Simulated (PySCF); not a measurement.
# Vibration and rotation of CaBe

PBE0 constants of CaBe, ¹Σ⁺ (singlet), closed shell (basis Ca x2c-SVPall, Be x2c-SVPall; spin-free X2C with a Gaussian nucleus; PySCF 2.14; masses 39.9626 and 9.0122 u):

| Quantity | Value |
| --- | --- |
| ωe | 167.9 cm⁻¹ |
| ωexe | 3.21 cm⁻¹ |
| Be | 0.20314 cm⁻¹ |
| αe | 0.00425 cm⁻¹ |
| D (centrifugal) | 1.19e-06 cm⁻¹ |
| De to Ca + Be | 0.246 eV |

Q: Give the band origin of the fundamental and the first lines of its P and R branches.

A: ν0 = ωe − 2ωexe = 161.5 cm⁻¹, B0 = 0.20101, B1 = 0.19676 cm⁻¹.

```tsv
J″	P(J″) − ν0	R(J″) − ν0
0		0.394
1	-0.402	0.779
2	-0.813	1.155
3	-1.231	1.523
4	-1.659	1.882
5	-2.095	2.233
6	-2.539	2.575
```

Q: Near which J would the R branch turn back, without centrifugal distortion?

A: At J ≈ (B0 + B1)/(2(B0 − B1)) − 1 ≈ 46.

Closed-shell solutions of metal pairs were not tested for spin polarisation, which can lower them a little. The bond is weak. Basis-set superposition, not corrected here, can be much of De in a small basis, most of all at correlated wavefunction levels. Functionals without a dispersion term scatter widely for such bonds, and LDA overbinds them.
